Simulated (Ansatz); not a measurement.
`C[Si](N)(Cl)Br` → `CCl` + `N[Si]Br` at 700 K and 1 bar (silylene formation by 1,1-elimination).

Calculated with Ansatz (gas phase, PBE0-D4/def2-TZVP geometries, no zero-point term in ΔE). CBS: MP2 limit from def2 TZ/QZ plus the TZ coupled-cluster correction, frozen cores. This one scheme is used for every species. For Br outer-core shells are correlated without core-valence functions, which leaves a few kJ/mol of doubt a bond. Scalar relativity is left out up to krypton. One conformer a species, not always the lowest.

```json
{"species": "`C[Si](N)(Cl)Br`", "CCSD(T)/CBS energy (Eh)": "-3418.10250", "H − E (kJ/mol)": "256.9", "S (J/(mol·K))": "497.4"}
{"species": "`CCl`", "CCSD(T)/CBS energy (Eh)": "-499.63220", "H − E (kJ/mol)": "131.4", "S (J/(mol·K))": "278.6"}
{"species": "`N[Si]Br`", "CCSD(T)/CBS energy (Eh)": "-2918.35423", "H − E (kJ/mol)": "115.9", "S (J/(mol·K))": "356.2"}
```

H − E and S are ideal-gas, rigid-rotor, harmonic terms from PBE0-D4/def2-TZVP, for one conformer and one mirror image of each species. 1 Eh = 2625.50 kJ/mol, R = 8.31446 J/(mol·K).

Question: By hand: ΔE, ΔH, ΔS and ΔG.

Answer: ΔE = (-499.63220) + (-2918.35423) − (-3418.10250) = 0.11607 Eh = 304.7 kJ/mol. Δ(H − E) = 131.4 + 115.9 − 256.9 = -9.6, so ΔH = 295.1 kJ/mol. ΔS = 278.6 + 356.2 − 497.4 = 137.4 J/(mol·K). ΔG = 295.1 − 700 × (137.4)/1000 = 198.9 kJ/mol.

Question: By hand: the equilibrium constant, and the temperature at which ΔG would vanish if ΔH and ΔS stayed fixed.

Answer: log₁₀ K = −ΔG/(RT ln 10) = -14.8. ΔG = 0 at ΔH/ΔS = 2148 K.

The number of gas molecules changes by +1, which sets the sign of ΔS. A doubt of 5 kJ/mol in ΔE shifts log₁₀ K by 0.4 here. Other conformers and mirror images would add mixing entropy, several J/(mol·K) or more a flexible species. These are equilibria of isolated gas molecules and say nothing of rates. Largest T1 diagnostic: 0.011 (customary marks: 0.02 for closed shells, 0.045 for open ones).
